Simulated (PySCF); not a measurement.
Br, SMILES `[Br]` (charge 0, multiplicity 2)

Calculation: PBE0-D4/def2-TZVP run with PySCF 2.14.0.

```yaml
highest_occupied_spin_orbital: -8.76 eV
dipole_moment: 0.00 D
total_energy: -2573.8119 Ha
cost: very roughly 3 core-seconds
```

```xyz
1

Br     0.0000     0.0000     0.0000
```
Charge 0, spin multiplicity 2.
